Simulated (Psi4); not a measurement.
H₃O₃Zr, charge +1, singlet, geometry from GFN2-xTB (such geometries of metal compounds can be far from the true shape) (the multiplicity is a formal guess) (core potentials on Zr); B97M-V/def2-SVP in Psi4 1.11.

Input for Psi4:
```
memory 2 GB

molecule {
1 1
Zr   -0.00000000    0.00000000   -0.00000000
O     1.73087780   -0.30028533   -0.50620704
H     2.64521877   -0.45891189   -0.77361230
O    -0.62364378   -0.68582318    1.57577593
H    -0.95308533   -1.04811117    2.40818392
O    -1.10723402    0.98610851   -1.06956890
H    -1.69213344    1.50702306   -1.63457162
}

set {
  basis def2-svp
  scf_type pk
  puream true
  d_convergence 1e-8
  dft_radial_points 99
  dft_spherical_points 590
}

energy('b97m-v')
print_variables()
```

**Question.** Predict the main parts of the log of this Psi4 run.

**Answer.** 
```
   => Loading Basis Set <=

    Name: DEF2-SVP
    Role: ORBITAL
    Keyword: BASIS

    !!!  WARNING: ECP capability is in beta. Please check occupations closely.  !!!

         ---------------------------------------------------------
                                   SCF
               by Justin Turney, Rob Parrish, Andy Simmonett
                          and Daniel G. A. Smith
                              RKS Reference
         ---------------------------------------------------------

  ==> Geometry <==

    Molecular point group: c1
    Full point group: C1

    Geometry (in Angstrom), charge = 1, multiplicity = 1:

       Center              X                  Y                   Z               Mass
    ------------   -----------------  -----------------  -----------------  -----------------
         ZR           0.000000000000    -0.000000000000     0.000000001135    89.904697700000
         O            1.730877800000    -0.300285330000    -0.506207038865    15.994914619570
         H            2.645218770000    -0.458911890000    -0.773612298865     1.007825032230
         O           -0.623643780000    -0.685823180000     1.575775931135    15.994914619570
         H           -0.953085330000    -1.048111170000     2.408183921135     1.007825032230
         O           -1.107234020000     0.986108510000    -1.069568898865    15.994914619570
         H           -1.692133440000     1.507023060000    -1.634571618865     1.007825032230

  Running in c1 symmetry.

  Rotational constants: A =      0.18325  B =      0.18325  C =      0.09163 [cm^-1]
  Rotational constants: A =   5493.72583  B =   5493.72581  C =   2746.86291 [MHz]
  Nuclear repulsion =  142.044664783206088

  Charge       = 1
  Multiplicity = 1
  Electrons    = 38
  Nalpha       = 19
  Nbeta        = 19

  ==> Algorithm <==

  SCF Algorithm Type is PK.
  DIIS enabled.
  MOM disabled.
  Fractional occupation disabled.
  Guess Type is SAD.
  Energy threshold   = 1.00e-06
  Density threshold  = 1.00e-08
  Integral threshold = 1.00e-12

  ==> Primary Basis <==

  Basis Set: DEF2-SVP
    Blend: DEF2-SVP
    Number of shells: 38
    Number of basis functions: 88
    Number of Cartesian functions: 96
    Spherical Harmonics?: true
    Max angular momentum: 3

  Core potential: DEF2-SVP
    Number of shells: 4
    Number of ECP primitives: 14
    Number of ECP core electrons: 28
    Max angular momentum: 3

  ==> DFT Potential <==

   => LibXC <=

    Version 7.1.2
    S. Lehtola, C. Steigemann, M. J. T. Oliveira, and M. A. L. Marques,  SoftwareX 7, 1–5 (2018) (10.1016/j.softx.2017.11.002)

   => Composite Functional: B97M-V <=

    B97M-V GGA Exchange-Correlation Functional

    N. Mardirossian and M. Head-Gordon,  J. Chem. Phys. 142, 074111 (2015) (10.1063/1.4907719)

    Deriv               =              1
    GGA                 =           TRUE
    Meta                =           TRUE

    Exchange Hybrid     =          FALSE
    MP2 Hybrid          =          FALSE

   => Exchange-Correlation Functionals <=

    1.0000   B97M-V exchange-correlation functional

   => LibXC Density Thresholds  <==

    XC_MGGA_XC_B97M_V:  1.00E-15

   => VV10 Non-Local Parameters <=

    VV10 B              =     6.0000E+00
    VV10 C              =     1.0000E-02

   => Molecular Quadrature <=

    Radial Scheme          =       TREUTLER
    Pruning Scheme         =           NONE
    Nuclear Scheme         =       TREUTLER

    Blocking Scheme        =         OCTREE
    BS radius alpha        =              1
    Pruning alpha          =              1
    Radial Points          =             99
    Spherical Points       =            590
    Total Points           =         393470
    Total Blocks           =           2886
    Max Points             =            256
    Max Functions          =             86
    Weights Tolerance      =       1.00E-15

  ==> Integral Setup <==

  Using in-core PK algorithm.
   Calculation information:
[...]
      Number of threads:                 1

  Performing in-core PK
  Using 15338972 doubles for integral storage.
  We computed 240348 shell quartets total.
  Whereas there are 274911 unique shell quartets.

  ==> DiskJK: Disk-Based J/K Matrices <==

    J tasked:                  Yes
    K tasked:                   No
    wK tasked:                  No
    Schwarz Cutoff:          1E-12

  Minimum eigenvalue in the overlap matrix is 1.8525383611E-02.
  Reciprocal condition number of the overlap matrix is 4.4314794373E-03.
    Using symmetric orthogonalization.

  ==> Pre-Iterations <==

  SCF Guess: Superposition of Atomic Densities via on-the-fly atomic UHF (no occupation information).

   -------------------------
    Irrep   Nso     Nmo
   -------------------------
     A         88      88
   -------------------------
    Total      88      88
   -------------------------

  ==> Iterations <==

                        Total Energy        Delta E     RMS |[F,P]|

   @RKS iter SAD:  -273.35036763269471   -2.73350e+02   0.00000e+00
   @RKS iter   1:  -273.53590584203351   -1.85538e-01   1.49830e-02 DIIS/ADIIS
   @RKS iter   2:  -266.76880874695513    6.76710e+00   4.19677e-02 DIIS/ADIIS
   @RKS iter   3:  -274.08638504449533   -7.31758e+00   6.01303e-03 DIIS/ADIIS
   @RKS iter   4:  -274.19783425328609   -1.11449e-01   1.40943e-03 DIIS/ADIIS
   @RKS iter   5:  -274.20603506785989   -8.20081e-03   2.43798e-04 DIIS/ADIIS
   @RKS iter   6:  -274.20605620548605   -2.11376e-05   2.28984e-04 DIIS/ADIIS
   @RKS iter   7:  -274.20622725051345   -1.71045e-04   1.35259e-05 DIIS
   @RKS iter   8:  -274.20622776798609   -5.17473e-07   1.03200e-06 DIIS
   @RKS iter   9:  -274.20622777111322   -3.12713e-09   3.09233e-07 DIIS
   @RKS iter  10:  -274.20622777136106   -2.47837e-10   1.72082e-07 DIIS
   @RKS iter  11:  -274.20622777144450   -8.34461e-11   5.79569e-08 DIIS
   @RKS iter  12:  -274.20622777145553   -1.10276e-11   6.27657e-09 DIIS
  Energy and wave function converged.

  ==> Post-Iterations <==

   Electrons on quadrature grid:
      Ntotal   =   37.9999952608 ; deviation = -4.739e-06

    Orbital Energies [Eh]
    ---------------------

    Doubly Occupied:

[...]
      19A     -0.490299

    Virtual:

[...]
    Final Occupation by Irrep:
              A
    DOCC [    19 ]
    NA   [    19 ]
    NB   [    19 ]

  @RKS Final Energy:  -274.20622777145553

   => Energetics <=

    Nuclear Repulsion Energy =            142.0446647832060876
    One-Electron Energy =                -666.2401933851283502
    Two-Electron Energy =                 282.6163810315966884
    DFT Exchange-Correlation Energy =     -32.7784981134993387
    Empirical Dispersion Energy =           0.0000000000000000
    VV10 Nonlocal Energy =                  0.1514179123692939
    Total Energy =                       -274.2062277714555307

Computation Completed

Properties will be evaluated at   0.000000,   0.000000,   0.000000 [a0]

Properties computed using the SCF density matrix

 Multipole Moments:

 ------------------------------------------------------------------------------------
     Multipole            Electronic (a.u.)      Nuclear  (a.u.)        Total (a.u.)
 ------------------------------------------------------------------------------------

 L = 1.  Multiply by 2.5417464519 to convert [e a0] to [Debye]
 Dipole X            :         -0.0000659            0.0000000           -0.0000659
 Dipole Y            :          0.0000311            0.0000000            0.0000311
 Dipole Z            :         -0.0000152           -0.0000001           -0.0000153
 Magnitude           :                                                    0.0000745

 ------------------------------------------------------------------------------------

  Variable Map:
  ----------------------------------------------------------------------------
[...]
  Array Variable Map:
  ----------------------------------------------------------------------------
[...]
[...]
```
